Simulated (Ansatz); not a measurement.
Start from `C[Si](O)([SiH3])S` and change one atom or group to get `O[Si]([SiH3])([SiH3])S`.

Ansatz, PBE0-D4/def2-TZVP geometries, multiplicity 1. Each molecule was computed in one conformer, which needn't be the lowest.

```
                                          property  `C[Si](O)([SiH3])S`
             HOMO energy (ωB97M-V/def2-TZVPP) / eV                -9.47
              HOMO–LUMO gap (PBE0/def2-TZVPP) / eV                 7.44
size of the dipole moment (ωB97M-V/def2-TZVPP) / D                 1.15
           HOMO–LUMO gap (ωB97M-V/def2-TZVPP) / eV                11.24
                 LUMO energy (PBE/def2-TZVPP) / eV                -0.77
               HOMO–LUMO gap (PBE/def2-TZVPP) / eV                 5.40
```

Problem. Give the same properties after the change, and the shifts. (Estimate.)

Solution. Computed: 
```json
{"property": "HOMO energy (ωB97M-V/def2-TZVPP) / eV", "`O[Si]([SiH3])([SiH3])S`": "-9.48", "shift": "-0.01"}
{"property": "HOMO–LUMO gap (PBE0/def2-TZVPP) / eV", "`O[Si]([SiH3])([SiH3])S`": "6.75", "shift": "-0.69"}
{"property": "size of the dipole moment (ωB97M-V/def2-TZVPP) / D", "`O[Si]([SiH3])([SiH3])S`": "0.76", "shift": "-0.39"}
{"property": "HOMO–LUMO gap (ωB97M-V/def2-TZVPP) / eV", "`O[Si]([SiH3])([SiH3])S`": "10.49", "shift": "-0.75"}
{"property": "LUMO energy (PBE/def2-TZVPP) / eV", "`O[Si]([SiH3])([SiH3])S`": "-1.51", "shift": "-0.74"}
{"property": "HOMO–LUMO gap (PBE/def2-TZVPP) / eV", "`O[Si]([SiH3])([SiH3])S`": "4.80", "shift": "-0.60"}
```

With PBE0 the HOMO falls by 0.11 eV and the LUMO falls by 0.80 eV, so the gap narrows by about 0.69 eV. PBE moves the HOMO by -0.14 eV and ωB97M-V by -0.01 eV. Dipoles are sizes alone; their direction can turn.
